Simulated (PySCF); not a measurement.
H₃MgNSe. Atoms are numbered in the order given.

```xyz
6

Mg    -0.0006    -1.1923     0.0000
N      0.0001    -3.0756     0.0000
H     -0.0028    -3.6731    -0.8143
H     -0.0028    -3.6731     0.8143
Se     0.0425     1.2330     0.0000
H     -1.4315     1.2618     0.0000
```
Charge 0, spin multiplicity 1.

Geometry: B3LYP-D3(BJ)/def2-TZVP. Other conformers were not sampled.

Level of theory: TDDFT-B3LYP/def2-SVPD in PySCF.

Vertical excitations. Isolated molecule, no solvent. State labels are in the subgroup Cs.

Question: Give excitation energies, oscillator strengths and character. (An estimate is asked for; the answer gives what the named calculation found.)

Answer: 
```json
[
 {"state": "S1", "symmetry": "A'", "energy (eV)": "3.93", "λ (nm)": "315", "f": "0.041", "main pairs": "HOMO→LUMO 99 %"},
 {"state": "S2", "symmetry": "A\"", "energy (eV)": "4.15", "λ (nm)": "299", "f": "0.050", "main pairs": "HOMO−1→LUMO 99 %"},
 {"state": "S3", "symmetry": "A\"", "energy (eV)": "4.99", "λ (nm)": "249", "f": "0.000", "main pairs": "HOMO→LUMO+2 99 %"},
 {"state": "S4", "symmetry": "A\"", "energy (eV)": "5.14", "λ (nm)": "241", "f": "0.000", "main pairs": "HOMO−1→LUMO+1 94 %"},
 {"state": "S5", "symmetry": "A'", "energy (eV)": "5.29", "λ (nm)": "235", "f": "0.003", "main pairs": "HOMO−2→LUMO 37 %, HOMO−1→LUMO+2 35 %, HOMO→LUMO+1 27 %"},
 {"state": "S6", "symmetry": "A'", "energy (eV)": "5.38", "λ (nm)": "230", "f": "0.021", "main pairs": "HOMO→LUMO+1 60 %, HOMO−1→LUMO+2 23 %, HOMO→LUMO+3 10 %"},
 {"state": "S7", "symmetry": "A'", "energy (eV)": "5.54", "λ (nm)": "224", "f": "0.017", "main pairs": "HOMO→LUMO+3 82 %"},
 {"state": "S8", "symmetry": "A\"", "energy (eV)": "5.54", "λ (nm)": "224", "f": "0.007", "main pairs": "HOMO−1→LUMO+3 87 %"},
 {"state": "S9", "symmetry": "A'", "energy (eV)": "5.87", "λ (nm)": "211", "f": "0.390", "main pairs": "HOMO−2→LUMO 49 %, HOMO−1→LUMO+2 30 %, HOMO−2→LUMO+1 7 %"},
 {"state": "S10", "symmetry": "A'", "energy (eV)": "6.15", "λ (nm)": "201", "f": "0.010", "main pairs": "HOMO→LUMO+4 90 %"},
 {"state": "T1", "symmetry": "A'", "energy (eV)": "3.63", "λ (nm)": "342", "f": "0", "main pairs": "HOMO→LUMO 97 %"},
 {"state": "T2", "symmetry": "A\"", "energy (eV)": "3.89", "λ (nm)": "319", "f": "0", "main pairs": "HOMO−1→LUMO 97 %"},
 {"state": "T3", "symmetry": "A'", "energy (eV)": "4.74", "λ (nm)": "262", "f": "0", "main pairs": "HOMO→LUMO+1 89 %"},
 {"state": "T4", "symmetry": "A\"", "energy (eV)": "4.87", "λ (nm)": "255", "f": "0", "main pairs": "HOMO−1→LUMO+1 70 %, HOMO−1→LUMO+3 14 %, HOMO−1→LUMO+4 14 %"}
]
```
Triplets are in the Tamm–Dancoff approximation, which puts them higher than full response would, so one can lie above its singlet here.
